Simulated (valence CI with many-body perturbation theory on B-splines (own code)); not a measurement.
Questions on Cr¹⁸⁺

Level of theory: relativistic CI+MBPT: four valence electrons over a frozen Dirac-Fock core [He], a basis of 11 s, 11 p, 9 d, 7 f, 5 g, 2 h, 1 i functions for each j, with the one-electron correlation potential Σ1, the two-electron term Σ2, the three-electron term Σ3, Breit, model QED; selected CI, second order for the rest (own B-spline code, finite nucleus).

No measured spectrum was set against this ion. As an estimate, levels of excited configurations hold to 0.05 to 0.15 % of their energy, terms of the ground configuration to about 0.5 %. Among the levels kept, up to 260 cm⁻¹ of a level comes from second order outside the variational space, and about a tenth of that is noise between levels of different J, which matters for small intervals.

Rates and lifetimes use the calculated energies. Strong lines usually hold to 10 to 20 %, long lifetimes can be off by a factor of two.

**Question.** What is the ground level?

**Answer.** 2s²2p² ³P_0, composition 92 % 2s²2p² ³P + 7 % 2s²2p² ¹S.

**Question.** Where does the other parity begin?

**Answer.** At 2s2p³ ⁵S°_2, 49.98 eV.

**Question.** How well does LS coupling describe the low levels?

**Answer.** Among the lowest 20 levels the leading LS term, summed over configurations, holds 92 % on average. For single configurations the figures are 91 % in LS and 75 % in jj coupling. Terms mix most in the J = 2 level at 99.76 eV, where the leading one holds 81 %.

**Question.** How is the term ³P of the ground level split?

**Answer.** J = 0 at 0.00, J = 1 at 5.93, J = 2 at 10.23 eV.

**Question.** Name the longest-lived excited levels whose lifetime is computed, and their main decay.

**Answer.** 2s²2p² ³P_2 at 10.23 eV lives 2.12 ms, mostly by M1 to 2s²2p² ³P_1; 2s²2p² ³P_1 at 5.93 eV lives 547 μs, mostly by M1 to 2s²2p² ³P_0; 2s²2p² ¹D_2 at 22.91 eV lives 85.4 μs, mostly by M1 to 2s²2p² ³P_2.
